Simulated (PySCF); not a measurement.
## Computed vibrations of [Pb(OH)3]+

[Pb(OH)3]+ (singlet). PySCF 2.14.0, RKS PBE0, Pb def2-SVP with ECP60, O def2-SVP, H def2-SVP; non-relativistic Hamiltonian with scalar-relativistic core potentials where named; density fitting; no spin-orbit coupling. Central differences of gradients.

```xyz
7

Pb    0.0000    0.0000    0.0559
O     2.0153    0.0000   -0.2764
H     2.5504    0.0000    0.5387
O    -1.0076    1.7453   -0.2764
H    -1.2752    2.2087    0.5387
O    -1.0076   -1.7453   -0.2764
H    -1.2752   -2.2087    0.5387
```

Run from Python with OMP_NUM_THREADS=2. Where DIIS fails, smearing, a level shift and second-order steps follow.
It took 20 s on 2 threads of Arm Neoverse V2 (shared host).

Task: What are the harmonic wavenumbers and infrared intensities?

Result: Modes are labelled in C3v; negative numbers are unstable modes, those under 60 cm⁻¹ near the noise; a finer grid moves soft modes by up to 10 cm⁻¹.
```json
{"cm⁻¹": "-363", "km/mol": "–", "symmetry": "a2"}
{"cm⁻¹": "-305", "km/mol": "–", "symmetry": "e"}
{"cm⁻¹": "-305", "km/mol": "–", "symmetry": "e"}
{"cm⁻¹": "118", "km/mol": "2.5", "symmetry": "e"}
{"cm⁻¹": "118", "km/mol": "2.5", "symmetry": "e"}
{"cm⁻¹": "127", "km/mol": "1.1", "symmetry": "a1"}
{"cm⁻¹": "547", "km/mol": "0.2", "symmetry": "a1"}
{"cm⁻¹": "589", "km/mol": "39.8", "symmetry": "e"}
{"cm⁻¹": "589", "km/mol": "39.8", "symmetry": "e"}
{"cm⁻¹": "844", "km/mol": "76.0", "symmetry": "e"}
{"cm⁻¹": "844", "km/mol": "76.0", "symmetry": "e"}
{"cm⁻¹": "940", "km/mol": "70.2", "symmetry": "a1"}
{"cm⁻¹": "3770", "km/mol": "370.4", "symmetry": "e"}
{"cm⁻¹": "3770", "km/mol": "370.4", "symmetry": "e"}
{"cm⁻¹": "3781", "km/mol": "179.9", "symmetry": "a1"}
```

Task: Is this a minimum?

Result: No: 3 unstable; the lowest moves the atoms so:
```
Pb   0.00  0.00  0.00
O    0.00  0.05  0.00
H    0.00 -0.58  0.00
O   -0.04 -0.02  0.00
H    0.50  0.29  0.00
O    0.04 -0.02  0.00
H   -0.50  0.29  0.00
```
